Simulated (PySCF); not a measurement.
H2GeO, singlet, at a GFN2-xTB geometry, atoms displaced at random by about 0.03 Å a coordinate; TPSS/cc-pVDZ, gradient in PySCF.

PySCF was given this input:
```python
from pyscf import gto, scf, dft

mol = gto.M(
    atom='''
Ge   -0.215261   -0.203189    0.263114
H    -1.524235   -0.039287   -0.831200
O     0.927998    0.656782   -0.729554
H     0.836196    1.053839   -1.583315
''',
    basis='cc-pvdz',
    charge=0,
    spin=0,
    verbose=4,
)

mf = dft.RKS(mol)
mf.xc = 'tpss'
mf.kernel()
g = mf.nuc_grad_method()
grad = g.kernel()
```

What the program printed (banner, timings and long lists left out):

```
PySCF version 2.14.0

[INPUT] verbose = 4
[INPUT] num. atoms = 4
[INPUT] num. electrons = 42
[INPUT] charge = 0
[INPUT] spin (= nelec alpha-beta = 2S) = 0
[INPUT] symmetry False subgroup None
[INPUT] Mole.unit = angstrom
[INPUT] Symbol           X                Y                Z      unit          X                Y                Z       unit  Magmom
[INPUT]  1 Ge    -0.215261000000  -0.203189000000   0.263114000000 AA   -0.406784335300  -0.383971561524   0.497213399539 Bohr   0.0
[INPUT]  2 H     -1.524235000000  -0.039287000000  -0.831200000000 AA   -2.880386699476  -0.074241670256  -1.570740354738 Bohr   0.0
[INPUT]  3 O      0.927998000000   0.656782000000  -0.729554000000 AA    1.753662064144   1.241138103544  -1.378657253081 Bohr   0.0
[INPUT]  4 H      0.836196000000   1.053839000000  -1.583315000000 AA    1.580181426457   1.991467089386  -2.992031718916 Bohr   0.0

nuclear repulsion = 100.868106959349
number of shells = 17
number of NR pGTOs = 117
number of NR cGTOs = 51
basis = cc-pvdz
ecp = {}

******** <class 'pyscf.dft.rks.RKS'> ********
method = RKS
initial guess = minao
damping factor = 0
level_shift factor = 0
DIIS = <class 'pyscf.scf.diis.CDIIS'>
diis_start_cycle = 1
diis_space = 8
diis_damp = 0
SCF conv_tol = 1e-09
SCF conv_tol_grad = None
SCF max_cycles = 50
direct_scf = True
direct_scf_tol = 1e-13
XC library pyscf.dft.libxc version 7.1.2
    S. Lehtola, C. Steigemann, M. J. T. Oliveira, and M. A. L. Marques,  SoftwareX 7, 1–5 (2018)
XC functionals = tpss
    J. Tao, J. P. Perdew, V. N. Staroverov, and G. E. Scuseria,  Phys. Rev. Lett. 91, 146401 (2003)
    J. P. Perdew, J. Tao, V. N. Staroverov, and G. E. Scuseria,  J. Chem. Phys. 120, 6898 (2004)
    J. Tao, J. P. Perdew, V. N. Staroverov, and G. E. Scuseria,  Phys. Rev. Lett. 91, 146401 (2003)
    J. P. Perdew, J. Tao, V. N. Staroverov, and G. E. Scuseria,  J. Chem. Phys. 120, 6898 (2004)
radial grids:
    Treutler-Ahlrichs [JCP 102, 346 (1995); DOI:10.1063/1.469408] (M4) radial grids

becke partition: Becke, JCP 88, 2547 (1988); DOI:10.1063/1.454033
pruning grids: <function nwchem_prune>
grids dens level: 3
symmetrized grids: False
atomic radii adjust function: <function treutler_atomic_radii_adjust>
small_rho_cutoff = 0
Set gradient conv threshold to 3.16228e-05
Initial guess from minao.
tot grids = 54344
init E= -2152.78954914345
  HOMO = -0.243511609323376  LUMO = -0.118446701836659  gap/eV = 3.40319
cycle= 1 E= -2153.21624666022  delta_E= -0.427  |g|= 0.866  |ddm|= 1.67
  HOMO = -0.0689554654670363  LUMO = -0.00206378950652786  gap/eV = 1.82022
cycle= 2 E= -2151.42829666661  delta_E= 1.79  |g|= 2.61  |ddm|= 2.26
  HOMO = -0.190504261288006  LUMO = -0.0907719488451115  gap/eV = 2.71385
cycle= 3 E= -2153.34731548136  delta_E= -1.92  |g|= 0.211  |ddm|= 2.05
  HOMO = -0.218730205058471  LUMO = -0.101212521428968  gap/eV = 3.19782
cycle= 4 E= -2153.36323859381  delta_E= -0.0159  |g|= 0.0805  |ddm|= 0.409
  HOMO = -0.211755517487828  LUMO = -0.10311153512182  gap/eV = 2.95635
cycle= 5 E= -2153.36588605639  delta_E= -0.00265  |g|= 0.0236  |ddm|= 0.151
  HOMO = -0.211068901855414  LUMO = -0.10102890709903  gap/eV = 2.99434
cycle= 6 E= -2153.36612753337  delta_E= -0.000241  |g|= 0.00498  |ddm|= 0.0419
  HOMO = -0.211155517725372  LUMO = -0.101279193105226  gap/eV = 2.98989
cycle= 7 E= -2153.36613307306  delta_E= -5.54e-06  |g|= 0.000877  |ddm|= 0.00375
  HOMO = -0.21110994706754  LUMO = -0.101239312247568  gap/eV = 2.98973
cycle= 8 E= -2153.36613330899  delta_E= -2.36e-07  |g|= 0.000176  |ddm|= 0.00108
  HOMO = -0.211131196804465  LUMO = -0.101255269129497  gap/eV = 2.98988
cycle= 9 E= -2153.36613331523  delta_E= -6.25e-09  |g|= 3.04e-05  |ddm|= 0.000149
  HOMO = -0.211127815704972  LUMO = -0.101253644682715  gap/eV = 2.98983
cycle= 10 E= -2153.36613331549  delta_E= -2.51e-10  |g|= 2.67e-06  |ddm|= 2.72e-05
  HOMO = -0.211127864205098  LUMO = -0.101253475710979  gap/eV = 2.98983
Extra cycle  E= -2153.36613331548  delta_E= 4.09e-12  |g|= 4.82e-06  |ddm|= 7.4e-06
converged SCF energy = -2153.36613331548

******** <class 'pyscf.grad.rks.Gradients'> for <class 'pyscf.dft.rks.RKS'> ********
unit = Eh/Bohr
grid_response = False
--------------- RKS gradients ---------------
         x                y                z
0 Ge     0.0355111696     0.0106147786     0.0000243484
1 H    -0.0092644677     0.0033427954    -0.0116828209
2 O    -0.0380181642    -0.0041018374    -0.0148987985
3 H     0.0117220945    -0.0098992361     0.0265639840
----------------------------------------------
```
